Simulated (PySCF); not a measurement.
# CBr⁺: from constants to spectrum

RHF-CCSD(T) constants of CBr⁺, ¹Σ⁺ (singlet), closed shell (basis C cc-pVTZ, Br cc-pVTZ-PP with ECP10; scalar-relativistic core potentials; PySCF 2.14; masses 12.0000 and 78.9183 u):

```
ωe              : 966.0 cm⁻¹
ωexe            : 4.62 cm⁻¹
Be              : 0.55768 cm⁻¹
αe              : 0.00390 cm⁻¹
D (centrifugal) : 7.44e-07 cm⁻¹
De to C⁺ + Br   : 6.03 eV
```

**Question.** Give the vibrational terms G(v) and spacings up to v = 6.

**Answer.** G(v) = ωe(v+½) − ωexe(v+½)².

```tsv
v	G(v) (cm⁻¹)	G(v) − G(v−1)	Bv (cm⁻¹)
0	481.8		0.5557
1	1438.6	956.8	0.5518
2	2386.1	947.5	0.5479
3	3324.4	938.3	0.5440
4	4253.4	929.0	0.5401
5	5173.2	919.8	0.5362
6	6083.8	910.6	0.5323
```

**Question.** How well does the Morse estimate ωe²/(4ωexe) reproduce De, and what is D0?

**Answer.** It gives 6.26 eV, 104 % of the computed De. D0 = De − G(0) = 6.03 − 0.06 = 5.97 eV.

Correlated steps freeze 5 core orbitals. For an ion De counts to the pair picked by the measured ionisation energies or electron affinities, which need not be the lowest pair at this level. Where the molecule has an RHF reference, its open-shell atoms are computed with UHF. The CCSD T1 diagnostic is raised, a sign that a single reference may not be enough here.
